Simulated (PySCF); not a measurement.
Dissociation curve of CH (cation, charge +1), singlet.

Methods: RKS-PBE = restricted PBE/cc-pVDZ in PySCF 2.14.0; UKS-PBE = unrestricted PBE/cc-pVDZ (PySCF 2.14.0); RKS-wB97X-V = restricted wB97X-V/cc-pVDZ in PySCF 2.14.0; UCCSD(T) = CCSD(T) on UHF/cc-pVDZ, 1 core orbital frozen run with PySCF.

Energies relative to the lowest point of each curve near equilibrium, in mEh; the last columns give the difference from UCCSD(T):

```tsv
R / Å	RKS-PBE	UKS-PBE	RKS-wB97X-V	UCCSD(T)	RKS-PBE − UCCSD(T)	UKS-PBE − UCCSD(T)	RKS-wB97X-V − UCCSD(T)
0.85	90.6	88.4	86.7	86.1	4.5	2.3	0.6
0.91	51.9	50.2	48.4	47.8	4.1	2.4	0.6
0.96	30.1	28.9	27.2	26.6	3.5	2.3	0.6
1.02	13.3	12.6	11.2	10.8	2.6	1.8	0.4
1.08	4.1	3.7	2.8	2.6	1.5	1.1	0.2
1.10	2.3	2.0	1.3	1.2	1.1	0.8	0.1
1.14	0.3	0.2	0.0	0.0	0.3	0.2	0.0
1.17	0.0	0.0	0.2	0.3	-0.3	-0.3	-0.1
1.22	1.2	1.3	2.3	2.5	-1.3	-1.1	-0.2
1.25	2.7	2.9	4.4	4.6	-1.9	-1.7	-0.2
1.32	8.1	8.4	11.2	11.4	-3.3	-3.0	-0.2
1.41	17.6	17.9	22.6	22.5	-4.9	-4.6	0.2
1.55	35.1	35.0	43.3	41.7	-6.6	-6.7	1.6
1.69	53.4	52.5	64.9	60.6	-7.3	-8.1	4.3
1.89	78.2	75.5	94.6	—	—	—	—
2.06	96.8	91.9	117.5	—	—	—	—
2.28	116.9	105.0	143.0	—	—	—	—
2.51	133.2	110.7	165.0	—	—	—	—
2.81	—	115.1	187.4	—	—	—	—
3.10	—	117.4	203.6	—	—	—	—
3.42	—	118.5	216.8	—	—	—	—
3.95	—	118.1	230.8	—	—	—	—
4.55	—	116.0	239.2	—	—	—	—
```

RKS-PBE is furthest from UCCSD(T) at 1.69 (-7.3 mEh, below); its mean absolute difference over the points is 3.1 mEh.

UKS-PBE is furthest from UCCSD(T) at 1.69 (-8.1 mEh, below); its mean absolute difference over the points is 2.6 mEh.

RKS-wB97X-V is furthest from UCCSD(T) at 1.69 (4.3 mEh, above); its mean absolute difference over the points is 0.7 mEh.

Dashes: no converged value, or the column stops at the first point that the program doubted or that broke a chosen test of continuity, which isn't proof of a fault.

The restricted form behind RKS-PBE, RKS-wB97X-V keeps the bonding electrons paired and can't separate into open-shell fragments. The unrestricted determinant behind UKS-PBE is spin-contaminated at 0.85 to 4.55 Å (<S²> up to 1.0, against 0.00 for a pure singlet). At the longest distance UKS-PBE, RKS-wB97X-V leaves fractional charges on the fragments, a sign of delocalisation error or of the restricted form. The unrestricted determinant behind UCCSD(T) is spin-contaminated at 0.85 to 4.55 Å (<S²> up to 1.1, against 0.00 for a pure singlet).
